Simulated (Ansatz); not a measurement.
Calculated with Ansatz (gas phase, PBE0-D4/def2-TZVP geometries, no zero-point term in ΔE). CBS: MP2 limit from def2 TZ/QZ plus the TZ coupled-cluster correction, frozen cores. Functionals use def2-TZVPP. B3LYP here is the variant with VWN-RPA as its local correlation; programs differ in this.

Reaction (isomerisation): `C=C=C([SiH3])Cl` → `C#C[SiH](C)Cl`

`C=C=C([SiH3])Cl`:

Cartesian coordinates in Å:
```
C 1.874 -0.159 -1.195
C 1.018 0.116 -0.257
C 0.120 0.365 0.649
Si -1.668 -0.151 0.499
Cl 0.548 1.227 2.109
H 2.049 0.530 -2.015
H 2.445 -1.082 -1.180
H -2.018 -1.038 1.636
H -1.839 -0.866 -0.789
H -2.530 1.056 0.542
```

`C#C[SiH](C)Cl`:

```xyz
10

C     2.250    0.571    1.213
C     1.396    0.153    0.470
Si    0.086   -0.485   -0.621
C    -1.583    0.050   -0.022
Cl    0.408    0.252   -2.515
H     3.008    0.941    1.865
H     0.208   -1.958   -0.699
H    -2.366   -0.324   -0.686
H    -1.646    1.140    0.012
H    -1.762   -0.339    0.984
```

```csv
level,ΔE (kJ/mol),difference from CCSD(T)/CBS
r2SCAN-D4,-204.9,20.7
PBE0-D4,-200.3,25.3
ωB97X-V,-212.3,13.3
B3LYP,-200.4,25.2
SCS-MP2/def2-TZVPP,-232.2,-6.6
HF/def2-QZVPP,-231.9,-6.3
MP2/def2-QZVPP,-241.1,-15.5
HF/CBS(def2),-231.9,-6.3
MP2/CBS(def2),-243.3,-17.7
CCSD/CBS(def2),-229.8,-4.2
CCSD(T)/CBS,-225.6,0
```

Largest T1 diagnostic among the species: 0.012.

From PBE to PBE0 (25 % exact exchange), in def2-TZVPP and without D4, ΔE moves by −14.8 kJ/mol.
